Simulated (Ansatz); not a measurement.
Cost and result for the atomization energy of C2H7FInNS (`C[N](C)[In]([F])[SH]`) (13 atoms, 12 bonds).

Z-matrix (Å, degrees):
```
C
N 1 1.439
H 1 1.093 2 111.5
H 1 1.100 2 111.5 3 -120.1
H 1 1.100 2 111.6 3 120.1
C 2 1.441 1 114.0 3 180.0
In 2 1.987 1 124.3 3 -0.6
H 6 1.100 2 111.4 1 59.8
H 6 1.092 2 111.0 1 180.0
H 6 1.100 2 111.4 1 -59.9
F 7 1.956 2 111.9 1 -179.6
S 7 2.356 2 132.6 1 0.6
H 12 1.345 7 91.4 2 179.9
```

Charge 0, multiplicity 1. Correlated methods include outer-core shells of In, which these sets cover unevenly. In: def2 effective core potential. The geometry is a stationary point of PBE0-D4/def2-TZVP. It is one conformer, not always the lowest. Program: Ansatz. All runs use 2 threads of an AMD EPYC 7R13 on a shared host and a share of an NVIDIA H100 80 GB. Times are those of one run each, without the atoms' runs, and a repeat can differ threefold. Electronic energies, without spin–orbit coupling; frozen cores. CCSD(T)/CBS adds CCSD(T) − MP2 in def2-TZVPP to the MP2 limit, and its time is that of the two runs behind it. T1 = 0.015. With those shells the extrapolation isn't a true limit. B3LYP takes the VWN-RPA correlation (the form of Gaussian; ORCA's B3LYP/G).

CCSD(T)/CBS is a level of theory with its own doubt, some kJ/mol a heavy atom from the limit and from the frozen cores, so smaller differences don't rank the functionals.

```
                             level  functions  wall time  atomization (kJ/mol)  difference from CCSD(T)/CBS  per bond
   PBE-D4/def2-TZVPP (with forces)        314      2.3 s                4563.0                         74.5       6.2
r2SCAN-D4/def2-TZVPP (with forces)        314      2.5 s                4471.5                        -17.0      -1.4
                 B2PLYP/def2-TZVPP        314      2.8 s                4408.4                        -80.1      -6.7
                PBE0-D4/def2-TZVPP        314      2.9 s                4469.3                        -19.2      -1.6
                    MP2/def2-QZVPP        590        4 s                4499.8                         11.3       0.9
 B3LYP-D4/def2-TZVPP (with forces)        314        6 s                4453.1                        -35.4      -3.0
                CCSD(T)/def2-TZVPP        314      6.5 s                4351.6                       -136.9     -11.4
                ωB97X-V/def2-TZVPP        314        7 s                4496.7                          8.2       0.7
  ωB97M-V/def2-TZVPP (with forces)        314      7.5 s                4485.7                         -2.8      -0.2
                 CCSD(T)/CBS(def2)          –       11 s                4488.5                          0.0       0.0
```

From PBE to PBE0 (25 % exact exchange), in def2-TZVPP and without D4, the atomization energy moves by −89.6 kJ/mol: exact exchange takes away binding that semilocal exchange gives to molecules. In def2-TZVPP, CCSD(T) changes the Hartree–Fock value by +1214.9 kJ/mol (the triples alone add +76.8 kJ/mol) and MP2 by +1281.3 kJ/mol; breaking electron pairs costs correlation energy, which Hartree–Fock lacks. The D4 term adds +45.8 kJ/mol with B3LYP and +24.4 kJ/mol with PBE0; it sums over pairs of atoms, weighted by their polarisabilities, and B3LYP, whose exchange is more repulsive, gets the larger term.

Spin–orbit coupling would lower the free In atoms strongly, and the atomization energy with them, by more than many differences here.
